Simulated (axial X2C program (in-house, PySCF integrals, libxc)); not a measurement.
The numbers below are computed, except where a source is named.
## GaBr⁺: input and output

Program: an in-house all-electron X2C program for linear molecules (integrals from PySCF).

Input file and command:
```json
{"zs": [35, 31], "q": 1, "bas": ["dyall-cv3z", "dyall-cv3z"], "levels": ["PBE0", "HF", "B97-3"], "cc": true, "r0": 2.38, "thr": -1.0, "nmax": 90, "npts": 10, "nst": 2, "ntry": 6}
```
```bash
python so2c.py task.json out
```

Keys: zs atomic numbers; q charge; bas basis sets; levels methods; cc coupled cluster on or off; r0 starting distance in Å; thr threshold in hartree for freezing inner shells (an s shell follows its p shell); nmax most natural virtual spinors; npts points on the curve; nst determinants followed; ntry starts of the search. HF also brings MP2.

Output of the HF step, 2c, at R = 2.266 Å for the state Ω = 1/2. It starts from PBE0 orbitals of this distance.

```
two-component X2C + atomic mean field  HF
basis functions 210  fitting functions 1201  grid points 5800
iter        total energy     max residual
   1      -4544.992723068     2.16e-01
   2      -4545.028036590     1.11e-02
   3      -4545.029623377     1.00e-02
   4      -4545.030207111     1.84e-03
   5      -4545.030386376     1.08e-03
   6      -4545.030443033     6.83e-04
   7      -4545.030473534     3.12e-04
   8      -4545.030485783     1.48e-04
   9      -4545.030490682     7.12e-05
  10      -4545.030491796     4.13e-05
  11      -4545.030491999     2.77e-05
  12      -4545.030492110     1.34e-05
  13      -4545.030492140     6.98e-06
  14      -4545.030492150     2.54e-06
  15      -4545.030492151     1.12e-06
converged
one-electron -6817.94383016  Coulomb 2186.69190048  exact exchange -165.52041338  xc functional 0.00000000  nuclear repulsion 253.37920293  atomic mean-field constant -1.63735203
correlated 9  virtual 275  natural virtual 90  E(MP2) -0.188850182  MP2 remainder -0.004235876
iter   CCSD correlation   residual
   1     -0.198251219   9.58e-02
   2     -0.203869099   4.09e-02
   3     -0.205141888   1.73e-02
   4     -0.205217020   6.74e-03
   5     -0.205258871   1.81e-03
   6     -0.205263579   6.48e-04
   7     -0.205264544   2.54e-04
   8     -0.205265304   1.29e-04
   9     -0.205264238   7.51e-05
  10     -0.205264579   4.57e-05
  11     -0.205264476   2.52e-05
  12     -0.205264659   1.41e-05
  13     -0.205264631   7.48e-06
  14     -0.205264652   3.61e-06
  15     -0.205264667   1.32e-06
(T) -0.008887237  T1 0.0256  D1 0.0382  max T2 0.068
```
Energies are in hartree; totals compare only within one Hamiltonian and basis. T1 in the output is the amplitude norm over the root of the electron number; divide by √2 for the Lee–Taylor value.
